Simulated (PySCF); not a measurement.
Job file and geometry (Å, from GFN2-xTB) of an NMR shielding run on `C1C([C@H]2C[Si@@H](CF)N2)CC1`, C7H14FNSi, GIAO PBE0/pcSseg-1 NMR shielding, non-relativistic, gas phase in PySCF; density fitting, a coarse starting grid and PySCF grid level 2 are the driver's defaults:

```
$ OMP_NUM_THREADS=1 python probes_run.py task.json out

{"job": {"kind": "nmr", "xc": "PBE0", "basis": "pcSseg-1"}, "charge": 0, "multiplicity": 1}
F     -4.348222     0.974865    -0.597329
C     -2.977722     1.083680    -0.726913
Si    -2.170614    -0.623844    -0.413279
C     -1.116347    -0.996776     1.132062
C      0.082397    -1.205665     0.191099
C      1.336439    -0.435955     0.582889
C      2.472212    -0.421684    -0.459406
C      2.370988     1.108295    -0.549590
C      1.239794     1.097518     0.489642
N     -0.566945    -0.706479    -1.017687
H     -2.796119     1.438444    -1.743465
H     -2.665210     1.861187    -0.027296
H     -3.165432    -1.650161    -0.748474
H     -1.380031    -1.880538     1.701599
H     -0.951109    -0.177231     1.824335
H      0.337316    -2.269653     0.095495
H      1.655266    -0.796254     1.563625
H      3.426264    -0.789349    -0.087391
H      2.236196    -0.948010    -1.382103
H      3.269159     1.634152    -0.232074
H      2.076587     1.481964    -1.527784
H      0.282239     1.444625     0.108129
H      1.470578     1.621933     1.414449
H     -0.129419    -0.825299    -1.916045
```

Q: What does the program print?

A: 
```
coarse grid: 20056 points
cycle   1  E = -718.3904208113  dE =  1.295e+00  |g| = 6.677e-01  |ddm| = 4.431e+00
cycle   2  E = -718.3219024975  dE =  6.852e-02  |g| = 9.023e-01  |ddm| = 1.301e+00
cycle   3  E = -718.4861425572  dE = -1.642e-01  |g| = 7.954e-02  |ddm| = 8.186e-01
cycle   4  E = -718.4872281042  dE = -1.086e-03  |g| = 3.956e-02  |ddm| = 1.136e-01
cycle   5  E = -718.4875734038  dE = -3.453e-04  |g| = 8.381e-03  |ddm| = 4.174e-02
cycle   6  E = -718.4875854426  dE = -1.204e-05  |g| = 3.239e-03  |ddm| = 8.680e-03
cycle   7  E = -718.4875875660  dE = -2.123e-06  |g| = 4.663e-04  |ddm| = 2.650e-03
final grid: 188192 points
cycle   8  E = -718.5543331754  dE = -7.255e-05  |g| = 1.164e-02  |ddm| = 4.615e-02
cycle   9  E = -718.5543094961  dE =  2.368e-05  |g| = 1.566e-02  |ddm| = 2.430e-02
cycle  10  E = -718.5543657290  dE = -5.623e-05  |g| = 1.319e-03  |ddm| = 1.469e-02
cycle  11  E = -718.5543660593  dE = -3.303e-07  |g| = 3.908e-04  |ddm| = 1.625e-03
cycle  12  E = -718.5543660888  dE = -2.946e-08  |g| = 9.878e-05  |ddm| = 4.111e-04
cycle  13  E = -718.5543660907  dE = -1.875e-09  |g| = 3.535e-05  |ddm| = 1.231e-04
cycle  14  E = -718.5543660909  dE = -2.394e-10  |g| = 6.308e-06  |ddm| = 3.189e-05
converged SCF energy = -718.5543660909

GIAO shielding tensors (ppm)
atom      isotropic    diamagn.    paramagn.     s11        s22        s33       span
  0 F      482.103     465.923      16.180    442.184    484.477    519.648     77.463
  1 C      106.721     252.118    -145.397     63.187     80.418    176.558    113.372
  2 Si     353.001     879.775    -526.775    324.397    343.199    391.406     67.009
  3 C      168.584     254.137     -85.553    143.047    168.192    194.513     51.466
  4 C      127.824     246.156    -118.332    110.507    130.521    142.443     31.936
  5 C      145.776     248.787    -103.012    133.713    147.145    156.468     22.756
  6 C      163.963     252.175     -88.212    148.067    160.860    182.961     34.894
  7 C      170.378     251.661     -81.283    163.196    165.556    182.383     19.187
  8 C      169.855     247.310     -77.455    155.621    166.436    187.509     31.888
  9 N      230.561     324.989     -94.428    180.664    241.398    269.622     88.958
 10 H       26.889      29.976      -3.087     22.819     27.247     30.600      7.781
 11 H       26.706      31.060      -4.354     22.311     26.570     31.237      8.927
 12 H       25.956      28.218      -2.262     22.627     24.364     30.878      8.251
 13 H       30.205      30.842      -0.637     26.661     26.884     37.070     10.409
 14 H       30.769      32.950      -2.180     26.739     30.367     35.202      8.463
 15 H       27.864      32.248      -4.384     24.082     26.757     32.753      8.671
 16 H       29.470      33.284      -3.814     25.134     29.448     33.827      8.693
 17 H       29.510      30.570      -1.061     25.744     26.837     35.948     10.204
 18 H       30.270      32.265      -1.995     26.709     29.150     34.951      8.242
 19 H       29.716      29.587       0.129     26.158     26.610     36.381     10.224
 20 H       30.009      31.002      -0.993     26.487     27.776     35.763      9.275
 21 H       29.325      32.732      -3.407     25.281     29.397     33.298      8.017
 22 H       29.774      31.266      -1.492     25.656     27.830     35.836     10.180
 23 H       31.038      34.941      -3.903     22.558     28.127     42.428     19.870
```

Size and cost of the density-fitted run: 247 basis functions, 4.4 min wall time (3.3 min CPU) on 1 thread of an Intel Xeon, shared host; peak memory 1.1 GiB.
